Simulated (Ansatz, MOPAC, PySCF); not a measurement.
Complex: BFH2O2 (SMILES OB(O)F) (first 6 atoms) with HF (SMILES F); geometry from B3LYP-D3(BJ)/def2-TZVP, rigid monomers moved along the line of their centres of mass till O3···H8 is 1.58 Å.
(charge 0, multiplicity 1):
```xyz
8

O      1.1091     0.8348     0.2336
B      0.0276     0.0340     0.1597
O     -0.4567    -0.5168     1.3137
F     -0.5826    -0.2359    -1.0041
H      1.3992     1.1900    -0.6120
H     -1.2297    -1.0779     1.1930
F      0.2746    -0.3310     3.7065
H      0.0782    -0.3398     2.7887
```

Monomers are frozen at their geometry in the pair; levels with a basis set take the counterpoise correction.

The state that PM3 reach isn't checked.

The values were computed with Ansatz (Gaussian orbitals); MOPAC for PM3 (differences of heats of formation); PySCF for the dispersion terms. Each number belongs to the level named beside it.

Q: Give the interaction energy at the level B3LYP-D4/def2-TZVPPD.

A: -6.9 kcal/mol

Q: What interaction energy does PM3 give?

A: 2.0 kcal/mol

Q: What interaction energy does wB97X-V/def2-TZVPPD give?

A: -6.6 kcal/mol

Ansatz is a first-principles code.
